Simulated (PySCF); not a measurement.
Computed shifts of a molecule ClH6NOSi2, PySCF with KT2/pcSseg-1, GIAO, gas phase, atoms alike by connectivity averaged where their shifts nearly agree, in ppm (number of nuclei): ²⁹Si: -18.7 (1), -55.6 (1). ¹⁵N: 36.4 (1). ¹H: 5.54 (1), 5.02 (3), 2.59 (1), 0.80 (1). References: ¹⁷O against H2O (σ = 330.4 ppm); ²⁹Si against TMS (σ = 361.9 ppm); ³⁵Cl against HCl (σ = 945.4 ppm); ¹⁵N against NH3 (σ = 266.2 ppm); ¹H against TMS (σ = 31.47 ppm), references at their B3LYP-D3(BJ)/def2-TZVP geometries, non-relativistic (without spin–orbit terms, shifts of atoms bonded to Cl or Br come out too high). Coordinates come from a r2SCAN-D4/def2-SVP optimisation. Other conformers were not sampled.

Task: Identify the compound among the candidates.
A) O[Si@H](Cl)N[SiH3]
B) O[SiH2]N[SiH2]Cl
C) N[SiH2]O[SiH2]Cl
D) N[Si@@H](Cl)O[SiH3]

Result: A, O[Si@H](Cl)N[SiH3]
